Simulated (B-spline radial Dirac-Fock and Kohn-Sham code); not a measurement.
# P²⁺ 3p1/2: cross section and angular parameters

System: phosphorus as P²⁺ in the configuration [Ne] 3s2 3p1; threshold 28.17 eV (orbital energy of the model). These are calculated numbers from a radial atomic solver; the model is Dirac-Hartree-Slater photoionisation with a Latter tail; cross sections with all multipoles, angular parameters from the dipole term and its interference with E2.

Input of the calculation (task.json; shells as n, l, electrons):

```json
{"items": [{
  "Z": 15,
  "q": 2,
  "cfg": [[1, 0, 2], [2, 0, 2], [2, 1, 6], [3, 0, 2], [3, 1, 1]],
  "A": 31,
  "rrms": 3.1889,
  "do": "xps",
  "hv": [57.3, 60, 61.8, 89.6, 100, 109.0, 132.0, 152.0, 163.0, 182.0, 247.0, 289.0, 400, 600, 800, 1060.0, 1210.0, 1560.0, 1900.0, 2000, 2090.0, 2984.4, 3960.0, 4780.0, 5950.0, 6000, 6660.0, 7750.0, 10600.0, 11200.0]
}]}
```

Launch: `python xray2_run.py task.json out`

For linearly polarised light dσ/dΩ = σ/(4π) [1 + β P₂(cos θ) + (δ + γ cos²θ) sin θ cos φ], with θ from the polarisation vector and φ the angle between the beam and the projection of the electron momentum on the plane normal to the polarisation.

| hν (eV) | σ (kb) | β | γ | δ |
| --- | --- | --- | --- | --- |
| 57.3 | 88.3 | 1.091 | -0.006 | -0.004 |
| 60 | 85.9 | 1.149 | -0.010 | -0.003 |
| 61.8 | 83.6 | 1.182 | -0.011 | -0.003 |
| 89.6 | 57.6 | 1.467 | -0.018 | 0.001 |
| 100 | 50.3 | 1.516 | -0.013 | 0.002 |
| 109 | 44.9 | 1.549 | -0.010 | 0.003 |
| 132 | ? | ? | ? | ? |
| 152 | 25.3 | 1.616 | 0.022 | 0.005 |
| 163 | 22.0 | 1.620 | 0.033 | 0.006 |
| 182 | 17.5 | 1.624 | 0.049 | 0.007 |
| 247 | 9.16 | 1.608 | 0.099 | 0.008 |
| 289 | 6.47 | 1.588 | 0.128 | 0.010 |
| 400 | 3.01 | 1.526 | 0.199 | 0.013 |
| 600 | 1.07 | 1.415 | 0.304 | 0.020 |
| 800 | 0.488 | 1.316 | 0.387 | 0.027 |
| 1060 | 0.216 | 1.205 | 0.474 | 0.038 |
| 1210 | 0.145 | 1.149 | 0.514 | 0.044 |
| 1560 | 0.0662 | 1.035 | 0.585 | 0.060 |
| 1900 | 0.0354 | 0.945 | 0.637 | 0.074 |
| 2000 | 0.0300 | 0.922 | 0.650 | 0.078 |
| 2090 | 0.0261 | 0.902 | 0.662 | 0.082 |
| 2984.4 | 0.00805 | 0.743 | 0.758 | 0.116 |
| 3960 | 0.00305 | 0.621 | 0.836 | 0.150 |
| 4780 | 0.00157 | 0.545 | 0.882 | 0.178 |
| 5950 | 0.000715 | 0.466 | 0.931 | 0.213 |
| 6000 | 0.000693 | 0.463 | 0.933 | 0.215 |
| 6660 | 0.000475 | 0.430 | 0.957 | 0.233 |
| 7750 | 0.000273 | 0.386 | 0.997 | 0.261 |
| 10600 | 8.53e-05 | 0.304 | 1.102 | 0.325 |
| 11200 | 6.93e-05 | 0.290 | 1.123 | 0.337 |

Problem. Give the values at 132 eV.

Solution. σ = 33.1 kb, β = 1.596, γ = 0.006, δ = 0.004.
